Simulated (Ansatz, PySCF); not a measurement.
Spin states of Cl2Zr (SMILES [Cl][Zr][Cl]), each relaxed with B3LYP-D3(BJ)/def2-TZVP.
State 1 (charge 0, multiplicity 3):
```xyz
3

Zr     0.4421     0.0339    -0.0802
Cl    -0.4968     1.6382    -1.5461
Cl     0.0216    -1.6246     1.5559
```
State 2 (charge 0, multiplicity 1):
```
atom    x (Å)    y (Å)    z (Å)
----  -------  -------  -------
Zr     0.6398   0.0417  -0.1049
Cl    -0.5759   1.5118  -1.4173
Cl    -0.0970  -1.5060   1.4519
```

Singlets are restricted, other states unrestricted; no spin–orbit coupling, no relativity up to Kr; see below for the cores. The largest T1 diagnostic is 0.021.

The values were computed with Ansatz (Gaussian orbitals); PySCF for the dispersion terms. Values without a source in brackets are computed. In def2 rows elements past Kr take small-core potentials, without spin–orbit coupling.

### Question
One of these levels gives 68.8 kJ/mol for the energy of the multiplicity-1 state less that of the multiplicity-3 state. Which?
A) wB97X-V/def2-TZVPP
B) r2SCAN-D3(BJ)/def2-TZVPP
C) PBE0-D3(BJ)/def2-TZVPP
D) BLYP-D3(BJ)/def2-TZVPP

### Answer
C, PBE0-D3(BJ)/def2-TZVPP. The others give 40.7 (BLYP-D3(BJ)/def2-TZVPP), 89.9 (r2SCAN-D3(BJ)/def2-TZVPP), 48.7 (wB97X-V/def2-TZVPP)

Ansatz is a first-principles code.
